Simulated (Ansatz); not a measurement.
## A ladder of methods for GaCl3 (gallium trichloride (monomer))

GaCl3 has 4 atoms, charge 0, and is taken as a singlet. SMILES: `[Cl][Ga]([Cl])[Cl]`. The shape was relaxed beforehand at B3LYP/def2-SVP.

Each level gives the adiabatic electron affinity (to the doublet anion, shapes relaxed at B3LYP/def2-SVP, no zero-point term) (eV). The values are calculated.

The electron affinity is E(neutral) − E(anion): positive where the electron is bound.

| level | kind | program | value (eV) | CPU time (all runs) |
| --- | --- | --- | --- | --- |
| SVWN5/def2-SVP | LDA | Ansatz | 1.40 | 2.7 s |
| BLYP/def2-SVP | GGA | Ansatz | 1.43 | 4.9 s |
| r2SCAN/def2-SVP | meta-GGA | Ansatz | 1.69 | 16 s |
| B3LYP/def2-SVP | global hybrid | Ansatz | 1.61 | 8.2 s |
| PBE0-D4/def2-SVP | global hybrid | Ansatz | 1.58 | 8.4 s |
| wB97M-V/def2-SVP | range-separated hybrid | Ansatz | 1.45 | 33 s |
| B2PLYP/def2-SVP | double hybrid | Ansatz | 1.33 | 12 s |
| RPA@PBE/def2-SVP | RPA | Ansatz | 1.13 | 8.4 s |
| MP2/def2-SVP | perturbation theory | Ansatz | 1.02 | 3.8 s |

All-electron rows without a relativistic Hamiltonian named are non-relativistic. The values span 1.02 to 1.69 eV. In the correlated wave-function rows the outer d shell of Ga is correlated, in sets not made for it. In so small a basis fixed costs decide the times, and correlated methods can beat functionals. CPU times are rough (shared hosts, several kinds of processor and program).
